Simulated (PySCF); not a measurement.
These compounds are isomers of formula C₇H₁₁P.

A. SMILES CCC1C=CPC=C1
B. SMILES CC1C=CP(C)C=C1
C. `C=C/C=P/C1CCC1`

Spectrum 1. 1H NMR (500 MHz, computed): δ 6.76 (m, 2H), 6.45 (m, 2H), 3.16 (m, 1H), 1.23 (m, 3H), 0.91 (d, 3H). 13C{1H} NMR (computed): δ 143.2 (CH), 139.1 (CH), 38.4 (CH), 19.1 (CH3), 14.6 (CH3).

Spectrum 2. 1H NMR (500 MHz, computed): δ 9.80 (m, 1H), 7.34 (m, 1H), 5.59 (m, 1H), 5.57 (m, 1H), 3.36 (m, 1H), 2.52 (m, 2H), 2.20 (m, 1H), 2.19 (m, 2H), 2.06 (m, 1H). 13C{1H} NMR (computed): δ 199.5 (CH), 148.4 (CH), 125.0 (CH2), 37.5 (CH), 33.1 (CH2), 17.8 (CH2).

Spectrum 3. 1H NMR (500 MHz, computed): δ 6.82 (m, 2H), 6.59 (m, 2H), 4.55 (m, 1H), 3.03 (m, 1H), 1.27 (m, 2H), 0.98 (t, 3H). 13C{1H} NMR (computed): δ 143.6 (CH), 132.0 (CH), 45.2 (CH), 29.1 (CH2), 15.1 (CH3).

Computed data (PySCF 2.14.0 with density-fitted response routines): GIAO PBE0/pcSseg-1 shieldings, GFN2-xTB structure. Gas phase, rapidly exchanging positions averaged, relativity neglected, a single conformation.

References, each an isolated molecule treated in the same way: 1H (σref 31.72), 13C (σref 186.93) against TMS. Splittings of carbon signals by F and P are missing where no couplings were computed. Where no couplings were computed, multiplicities follow the n + 1 count of equivalent neighbours, and m marks all less simple cases (inequivalent or close neighbours, rings, F or P nearby). Shifts are as computed. Against solution values, carbons near 30 ppm lie about +3 ppm off and those near 130 ppm about +5 ppm. Of 1211 compounds with measured shifts, 218 miss one by over three times the rms of a fit or turn the order of signals round; such compounds aren't used in these exercises.

Q: Which spectrum belongs to which compound?

A: 1–B, 2–C, 3–A.

- Spectrum 1 (B): 5 13C signals; δC 143.2 is an alkene CH; δC 139.1 is an alkene CH.
- Spectrum 2 (C): 6 13C signals; δC 148.4 is an alkene CH; δC 125.0 is a terminal =CH2 carbon.
- Spectrum 3 (A): 5 13C signals; δC 143.6 is an alkene CH; δC 132.0 is an alkene CH.
